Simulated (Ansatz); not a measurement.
Molecule: sum formula LaOH, charge 0, multiplicity 1. 
Structure (B3LYP-D3(BJ)/def2-TZVP (Ansatz, an electronic-structure program) minimum search):
```xyz
3

La     0.0000     0.0000    -0.3004
O      0.0000     0.0000     1.7961
H      0.0000     0.0000     2.7541
```
Charge 0, spin multiplicity 1.

Parts of the frozen-core correlation energy in def2-SVP (Ansatz, hartree). Frozen orbitals: 5; correlated occupied orbitals by spin: 5 and 5; virtual: 41 and 41. No spin-orbit coupling. In def2 rows, elements after Kr have scalar-relativistic effective core potentials. The restricted reference is unstable.

```csv
term,value
reference (HF),-106.53873
MP2 opposite-spin,-0.17397
MP2 same-spin,-0.06046
CCSD correlation,-0.24438
(T),-0.00666
CCSDT minus CCSD(T),-0.00029
T1 diagnostic,0.022
largest doubles amplitude,0.139
```
